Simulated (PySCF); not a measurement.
**Radial density of Ag²⁺ (silver, charge +2)**

M06-2X, [Kr] 4d8 5s1, high-spin 4F determinant (an excited configuration). Calculation: PySCF 2.14, in x2c-QZVPPall with one added diffuse shell each of s, p, d, f, g type (14s9p8d5f3g, 143 functions); scalar relativity by spin-free X2C-1e.

| r (bohr) | 4πr²ρ (e/bohr) | 4πr²(ρα − ρβ) |
| --- | --- | --- |
| 0.0312 | 55.61 | 0.0000 |
| 0.0524 | 54.14 | 0.0075 |
| 0.0882 | 75.19 | 0.0916 |
| 0.148 | 57.84 | 0.3139 |
| 0.250 | 58.26 | 0.4887 |
| 0.420 | 39.29 | -0.0015 |
| 0.706 | 17.07 | 1.2227 |
| 1.19 | 13.20 | 1.7583 |
| 2.00 | 2.568 | 0.9295 |
| 3.36 | 0.2847 | 0.2245 |
| 5.65 | 0.004301 | 0.0042 |

Densities and radii are taken from the X2C orbitals without a picture-change correction, which distorts them close to the nucleus.
